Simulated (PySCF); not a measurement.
**A small calculation by hand: entropy of an ideal gas**

H₆NSi₂, SMILES [SiH2]N[SiH3] (connectivity only; charge and spin as stated), charge +1, multiplicity 1.

Coordinates come from a TPSSh-D3(BJ)/def2-SVP optimisation. The multiplicity is an assumed one; other spin states were not compared. The isomer is the one that the SMILES or the coordinates give; other isomers of the formula were not compared.

TPSSh-D3(BJ)/def2-SVP in PySCF 2.14.0 gives the harmonic wavenumbers 129, 196, 279, 548, 617, 655, 663, 764, 786, 922, 938, 939, 949, 1042, 1222, 2308, 2334, 2340, 2345, 2401, 3478 cm⁻¹ and the rotational temperatures 1.3594, 0.1461, 0.1365 K. The molar mass is 76.22 g/mol, the symmetry number 1, the spin multiplicity 1.

Question: Work out the entropy at 298.15 K and 1 atm in the rigid-rotor, harmonic-oscillator model.

Answer: 
Translation (Sackur–Tetrode at 1 atm): S = R[1.5 ln M + 2.5 ln T − 1.16487] = 162.8 J/(mol K).
Rotation: q = (√π/σ) T^1.5/√(θA θB θC) = 55400, S = R[ln q + 3/2] = 103.3 J/(mol K).
Vibration: with u = 1.4388 ν/T, each mode gives R[u/(e^u − 1) − ln(1 − e^−u)]:
```json
[
 {"ν (cm⁻¹)": "129", "modes": "1", "u": "0.62", "S (J/(mol K))": "12.39"},
 {"ν (cm⁻¹)": "196", "modes": "1", "u": "0.95", "S (J/(mol K))": "9.08"},
 {"ν (cm⁻¹)": "279", "modes": "1", "u": "1.35", "S (J/(mol K))": "6.44"},
 {"ν (cm⁻¹)": "548", "modes": "1", "u": "2.64", "S (J/(mol K))": "2.29"},
 {"ν (cm⁻¹)": "617", "modes": "1", "u": "2.98", "S (J/(mol K))": "1.76"},
 {"ν (cm⁻¹)": "655", "modes": "1", "u": "3.16", "S (J/(mol K))": "1.52"},
 {"ν (cm⁻¹)": "663", "modes": "1", "u": "3.20", "S (J/(mol K))": "1.48"},
 {"ν (cm⁻¹)": "764", "modes": "1", "u": "3.69", "S (J/(mol K))": "1.00"},
 {"ν (cm⁻¹)": "786", "modes": "1", "u": "3.79", "S (J/(mol K))": "0.92"},
 {"ν (cm⁻¹)": "922", "modes": "1", "u": "4.45", "S (J/(mol K))": "0.54"},
 {"ν (cm⁻¹)": "938", "modes": "1", "u": "4.53", "S (J/(mol K))": "0.50"},
 {"ν (cm⁻¹)": "939", "modes": "1", "u": "4.53", "S (J/(mol K))": "0.50"},
 {"ν (cm⁻¹)": "949", "modes": "1", "u": "4.58", "S (J/(mol K))": "0.48"},
 {"ν (cm⁻¹)": "1042", "modes": "1", "u": "5.03", "S (J/(mol K))": "0.33"},
 {"ν (cm⁻¹)": "1222", "modes": "1", "u": "5.90", "S (J/(mol K))": "0.16"}
]
```
The stiffer modes add less than 0.005 each. Sum 39.4 J/(mol K).
Spin: R ln 1 = 0.0 J/(mol K).
Total 305.5 J/(mol K); the program's own thermochemistry gives 305.5. Translation makes up 53 % and vibration 13 %. Anharmonicity, hindered rotation and orbital degeneracy are left out.
